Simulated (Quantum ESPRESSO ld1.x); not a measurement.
Results of a calculation; reference values are marked as such.
Species: Cd+. Configuration: [Kr] 4d10 5s0.5 5p0.5 (fractional occupations, a model configuration). Level of theory: Dirac Kohn-Sham, PBEsol, spin-unpolarised, spherical densities, point nucleus; open shells are shared between the two j in proportion to 2j + 1 (ld1.x of Quantum ESPRESSO 7.5).

Unscreened Slater integrals over Kohn-Sham orbitals (hartree). Large and small components are both included.

| integral | value |
|---|---|
| F0(5p3/2,5p3/2) | 0.26301 |
| F2(5p3/2,5p3/2) | 0.13931 |
| F0(5p3/2,5p1/2) | 0.26750 |
| G2(5p3/2,5p1/2) | 0.14124 |
| F0(5p3/2,5s1/2) | 0.29454 |
| G1(5p3/2,5s1/2) | 0.18327 |
| F0(5p3/2,4d5/2) | 0.33380 |
| F2(5p3/2,4d5/2) | 0.084311 |
| G1(5p3/2,4d5/2) | 0.034055 |
| G3(5p3/2,4d5/2) | 0.027691 |
| F0(5p1/2,5p1/2) | 0.27230 |
| F0(5p1/2,5s1/2) | 0.30139 |
| G1(5p1/2,5s1/2) | 0.19363 |
| F0(5p1/2,4d5/2) | 0.34472 |
| G3(5p1/2,4d5/2) | 0.031245 |
| F0(5s1/2,5s1/2) | 0.34474 |
| F0(5s1/2,4d5/2) | 0.42232 |
| G2(5s1/2,4d5/2) | 0.068040 |
| F0(4d5/2,4d5/2) | 0.71349 |
| F2(4d5/2,4d5/2) | 0.35160 |
| F4(4d5/2,4d5/2) | 0.22883 |
